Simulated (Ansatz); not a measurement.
Saddle point of CH6AlBr, singlet (AlH₂Br ([AlH2][Br]) + CH₄ → CH₅Al ([CH3][AlH2]) + HBr (still joined by a long Al–Br bond); bonds formed: Al1–C6, Br2–H5; bonds broken: H5–C6; bonds weakened to dative contacts: Al1–Br2), PBE0-D4/def2-TZVP structure:

```
9
angstrom
Al -1.0461 -0.0050 -0.3313
Br -0.0925 -2.4745 0.1719
H -1.3225 -0.0433 -1.8886
H -2.1656 0.1714 0.7725
H 0.5478 -1.0909 0.2627
C 0.7863 0.6648 0.1946
H 1.1070 0.5853 1.2365
H 0.5507 1.7312 0.0447
H 1.6349 0.4609 -0.4630
```

Energies are electronic, without zero-point energy. Barriers and step energies count from the start structure reached by relaxing down the imaginary mode; all methods use the PBE0-D4 structures, on which another method's saddle can fall below an end. Ansatz 0.2.0; basis: def2-TZVPP, with def2-QZVPP for the basis limit; cores frozen in the correlated methods. Filled d shells of the heavier atoms are correlated. The def2 sets are not built for correlating such inner shells, so the correlated values are less sure here. B3LYP uses VWN-RPA correlation. Extrapolation: Hartree–Fock as exp(−7.88 √X), correlation as X^−2.97.

```json
{"method": "SPW92", "barrier (kJ/mol)": "141.3", "step energy (kJ/mol)": "148.2"}
{"method": "PBE-D4", "barrier (kJ/mol)": "161.7", "step energy (kJ/mol)": "154.2"}
{"method": "BLYP-D4", "barrier (kJ/mol)": "174.3", "step energy (kJ/mol)": "156.4"}
{"method": "r2SCAN-D4", "barrier (kJ/mol)": "173.8", "step energy (kJ/mol)": "162.7"}
{"method": "B97M-V", "barrier (kJ/mol)": "?", "step energy (kJ/mol)": "158.1"}
{"method": "PBE0-D4", "barrier (kJ/mol)": "176.0", "step energy (kJ/mol)": "159.9"}
{"method": "B3LYP-D4", "barrier (kJ/mol)": "185.1", "step energy (kJ/mol)": "161.0"}
{"method": "r2SCAN0-D4", "barrier (kJ/mol)": "183.8", "step energy (kJ/mol)": "165.8"}
{"method": "BHLYP-D4", "barrier (kJ/mol)": "202.9", "step energy (kJ/mol)": "168.1"}
{"method": "CAM-B3LYP-D4", "barrier (kJ/mol)": "189.4", "step energy (kJ/mol)": "160.4"}
{"method": "wB97X-V", "barrier (kJ/mol)": "190.8", "step energy (kJ/mol)": "160.2"}
{"method": "wB97M-V", "barrier (kJ/mol)": "188.6", "step energy (kJ/mol)": "159.6"}
{"method": "B2PLYP", "barrier (kJ/mol)": "?", "step energy (kJ/mol)": "163.4"}
{"method": "PBE-QIDH", "barrier (kJ/mol)": "187.4", "step energy (kJ/mol)": "164.1"}
{"method": "RPA on PBE", "barrier (kJ/mol)": "185.4", "step energy (kJ/mol)": "150.9"}
{"method": "HF", "barrier (kJ/mol)": "?", "step energy (kJ/mol)": "180.8"}
{"method": "MP2", "barrier (kJ/mol)": "187.4", "step energy (kJ/mol)": "162.1"}
{"method": "CCSD", "barrier (kJ/mol)": "197.1", "step energy (kJ/mol)": "159.9"}
{"method": "CCSD(T)", "barrier (kJ/mol)": "189.3", "step energy (kJ/mol)": "158.0"}
```

(1) Fill in the withheld barriers. (An estimate is asked for; the value comes from the calculation.)

T1 diagnostic: at most 0.009. The start structure is not quite a true minimum (one mode of 66i cm⁻¹). The end structure is not quite a true minimum (one mode of 55i cm⁻¹).

## Answers

(1) The calculation gives: B2PLYP 190.7; HF 241.7; B97M-V 186.1 kJ/mol. Each is the energy of the saddle less that of the start structure, by the same method.

For comparison, the barrier by CCSD(T) at an estimated basis limit (MP2 extrapolated from triple and quadruple zeta, plus CCSD(T) − MP2 in triple zeta) is 190.1 kJ/mol.

Labels in which every atom is bracketed show which atoms are joined, not bond orders.

For scale, one of the runs: CCSD(T)/def2-TZVPP, 205 basis functions, launched by `ansatz run in.yaml --threads 4 --pin off --events-out ev --progress --plain --max-ram 9574MiB`. The run took 15 s on 4 CPU threads of an Intel Xeon 6975P-C (shared host), with 2.8 GiB of host memory at its peak.
